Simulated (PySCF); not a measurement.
Compound: C8H13PS.
SMILES with atom numbers: `[CH:1]#[C:2][P@@:3](=[S:4])([CH2:5][CH2:6][CH3:7])[CH:8]1[CH2:9][CH2:10]1`

Cartesian coordinates in Å at the GFN2-xTB level; atoms count from 1:
```
atom  x, y, z in Å
C1    -0.112    3.222   -0.704
C2    -0.251    2.042   -0.513
P3    -0.520    0.292   -0.531
S4    -0.801   -0.429   -2.307
C5     0.944   -0.368    0.377
C6     2.197   -0.214   -0.477
C7     3.411   -0.852    0.183
C8    -1.904    0.088    0.642
C9    -2.603   -1.242    0.612
C10   -3.280   -0.036    0.059
H11    0.023    4.260   -0.805
H12    1.045    0.159    1.329
H13    0.742   -1.426    0.579
H14    2.382    0.850   -0.651
H15    2.019   -0.680   -1.451
H16    3.256   -1.921    0.316
H17    3.596   -0.407    1.159
H18    4.296   -0.709   -0.433
H19   -1.781    0.599    1.590
H20   -2.947   -1.660    1.546
H21   -2.243   -1.976   -0.097
H22   -4.104    0.401    0.602
H23   -3.371    0.033   -1.017
```

Probes without a nucleus sit at each ring's centroid and 1 Å off its mean plane on both sides; NICS is minus the shielding there, NICSzz its component along the normal. Level: GIAO PBE0/pcSseg-1 (PySCF, non-relativistic, gas phase) on the GFN2-xTB geometry, one conformer.

Ring bond lengths (Å), with Mayer bond orders in brackets: C8–C9 1.503 (0.93), C9–C10 1.489 (0.98), C10–C8 1.500 (0.94).

Question: Give the NICS values of each ring in ppm.

Answer: 
```
     ring                                            type  NICS(0)  NICS(1), two faces  NICS(1)zz, two faces  rms pucker (Å)  centre to ring atoms, mean (Å)
C8–C9–C10  3-membered carbocycle; formal bonds all single    -45.4        -11.1 / -8.8         -27.3 / -24.8            0.00                            0.86
```

Question: What do they say, and how far can they be read as aromaticity?

Answer: 
- C8–C9–C10: mean NICS(1)zz -26.1 ppm, shielded. C8, C9, C10 have four or more neighbours; no verdict on aromaticity is drawn. NICS(0) lies 35 ppm below the mean NICS(1).

Question: What are the shieldings of the ring atoms and their hydrogens in the same run (means over atoms taken as equivalent)?

Answer: 
| atoms | environment | σ isotropic (ppm) | principal values of the symmetric part, first atom (ppm) |
| --- | --- | --- | --- |
| C8 | sp3 carbon bound to phosphorus | 171.2 | 135.8, 156.9, 221.0 |
| C9 | three-membered-ring carbon | 185.1 | 159.3, 182.5, 213.4 |
| C10 | three-membered-ring carbon | 183.2 | 155.4, 181.3, 213.0 |
| H19 | methine hydrogen | 30.66 | 23.7, 28.5, 39.8 |
| H20 | methylene hydrogen | 31.19 | 25.4, 25.7, 42.5 |
| H21 | methylene hydrogen | 30.93 | 24.1, 30.8, 37.9 |
| H22 | methylene hydrogen | 31.01 | 25.0, 25.7, 42.3 |
| H23 | methylene hydrogen | 30.45 | 23.0, 30.5, 37.9 |
